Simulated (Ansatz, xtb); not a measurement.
Stretching the Ga1–H2 bond in GaH3 (SMILES [GaH3]) (multiplicity 1 held, fragments rigid). Energies count from the point at 1.570 Å.
Geometry at that point (charge 0, multiplicity 1):
```xyz
4

Ga     0.0000     0.0000     0.0000
H      1.5659    -0.1090    -0.0205
H     -0.8774    -1.3017     0.0061
H     -0.6885     1.4107     0.0144
```

R- and RO- levels are restricted; in cc, def2 and unpolarised 6-31G sets they are followed outwards from rest. Unrestricted levels (U-) break spin symmetry where that is lower. Active spaces are followed from a long bond inwards. Curves can end on different states.

Correlated levels freeze the cores. Filled d and f shells under p-block atoms count as core.

Programs: Ansatz (a program for electronic structure); xtb for the GFN methods.  The GFN methods have no spin term and hold the electronic entropy of 300 K.

Energies in eV.

```tsv
R (Å)	GFN2-xTB	U-wB97X-V/cc-pVTZ	R-MP2/cc-pVTZ	R-SCS-MP2/cc-pVTZ	FIC-MRCISD+Q on CASSCF(2,2)/cc-pVTZ
1.256	1.02	1.09	1.21	1.22	1.23
1.413	0.16	0.20	0.25	0.25	0.26
1.570	0.00	0.00	0.00	0.00	0.00
1.727	0.10	0.16	0.13	0.13	0.11
1.884	0.30	0.51	0.46	0.46	0.42
2.119	0.70	1.17	1.12	1.10	1.02
2.355	1.15	1.87	1.81	1.79	1.64
2.747	1.90	2.92	2.86	2.82	2.50
3.140	2.59	3.44	3.71	3.64	3.08
3.611	3.24	3.65	4.43	4.33	3.43
4.239	3.77	3.72	4.96	4.79	3.58
5.024	4.02	3.73	5.08	4.79	3.62
```

Doubts at one or more of the structures used: a spin-contaminated determinant (U-wB97X-V/cc-pVTZ); a restricted determinant that unrestricted orbitals would lower (R-MP2/cc-pVTZ, R-SCS-MP2/cc-pVTZ).
